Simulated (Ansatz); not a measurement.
Ansatz (an electronic-structure program) input:

Ansatz 0.2 input:
```yaml
crystal:
  periodic: [false, false, false]
  atoms:
    - {symbol: Si, position_ang: [0.08877179, -0.47505642, 0.00414295]}
    - {symbol: O, position_ang: [-0.20624850, 1.10372528, -0.00962554]}
    - {symbol: H, position_ang: [-1.10586674, -1.33436007, -0.00895570]}
    - {symbol: H, position_ang: [1.51304961, -0.84465226, 0.02795877]}
basis:
  gaussian:
    orbitals: def2-TZVP
hamiltonian:
  xc: b3lyp
  dispersion: d3bj
total_charge: 1
magnetization: {spin_polarized: true, initial_magnetization: 1}
phonons: {temperatures: {t_min: 298.15, t_max: 298.15, t_step: 100}}
```

Problem. What final total energy does it print?

Solution. -365.58849 Eh (B3LYP-D3(BJ)/def2-TZVP). The basis has 80 functions.
